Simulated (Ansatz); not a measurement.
In(Br)(OH)2 (BrH₂InO₂), SMILES [OH][In]([OH])[Br].

Geometry optimised at B3LYP-D3(BJ)/def2-SVP. The structure was generated by enumeration; whether it is a known compound was not checked. The def2 effective core potentials stand for the cores of In; spin–orbit coupling is left out. The values are those of a single conformer.

Two levels are set side by side: PBE/def2-SVPD (Ansatz, an electronic-structure program) and PBE0/def2-SVPD (Ansatz). Energy differences of separate SCF runs at the same geometry; the states with an electron removed or added have multiplicity 2 and 2. Differences are taken from unrounded values.

| quantity | PBE0 | PBE | PBE minus PBE0 |
|---|---|---|---|
| vertical ionisation energy (eV) | 10.79 | 10.18 | -0.61 |
| vertical electron affinity (eV) | 1.00 | 1.10 | 0.10 |
| vertical singlet–triplet gap (eV) | 4.40 | 3.77 | -0.63 |
